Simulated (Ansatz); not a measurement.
`C[Se]C=S` + H₂ → `C[SeH]` + `C=S` at 600 K and 1 bar (hydrogenolysis of the Se–C bond).

Calculated with Ansatz (gas phase, PBE0-D4/def2-TZVP geometries, no zero-point term in ΔE). CBS: MP2 limit from def2 TZ/QZ plus the TZ coupled-cluster correction, frozen cores. This one scheme is used for every species. For Se outer-core shells are correlated without core-valence functions, which leaves a few kJ/mol of doubt a bond. Scalar relativity is left out up to krypton. One conformer a species, not always the lowest.

| species | CCSD(T)/CBS energy (Eh) | H − E (kJ/mol) | S (J/(mol·K)) |
| --- | --- | --- | --- |
| `C[Se]C=S` | -2876.96393 | 190.1 | 403.2 |
| H₂ | -1.17544 | 43.9 | 150.8 |
| `C[SeH]` | -2441.15625 | 149.5 | 312.9 |
| `C=S` | -436.98974 | 88.9 | 261.7 |

H − E and S are ideal-gas, rigid-rotor, harmonic terms from PBE0-D4/def2-TZVP, for one conformer and one mirror image of each species. For small species the MP2-based limit differs from directly extrapolated CCSD(T) by up to some mEh (0.8 for H₂); such offsets cancel only in part. 1 Eh = 2625.50 kJ/mol, R = 8.31446 J/(mol·K).

Question: By hand: ΔE, ΔH, ΔS and ΔG.

Answer: ΔE = (-2441.15625) + (-436.98974) − (-2876.96393) − (-1.17544) = -0.00662 Eh = -17.4 kJ/mol. Δ(H − E) = 149.5 + 88.9 − 190.1 − 43.9 = 4.4, so ΔH = -13.0 kJ/mol. ΔS = 312.9 + 261.7 − 403.2 − 150.8 = 20.6 J/(mol·K). ΔG = -13.0 − 600 × (20.6)/1000 = -25.4 kJ/mol.

Question: By hand: the equilibrium constant, and the temperature at which ΔG would vanish if ΔH and ΔS stayed fixed.

Answer: log₁₀ K = −ΔG/(RT ln 10) = 2.2. ΔH and −TΔS have one sign here, so there is no such temperature.

TΔS isn't small against ΔH here. A doubt of 5 kJ/mol in ΔE shifts log₁₀ K by 0.4 here. Other conformers and mirror images would add mixing entropy, several J/(mol·K) or more a flexible species. These are equilibria of isolated gas molecules and say nothing of rates. Largest T1 diagnostic: 0.016 (customary marks: 0.02 for closed shells, 0.045 for open ones).
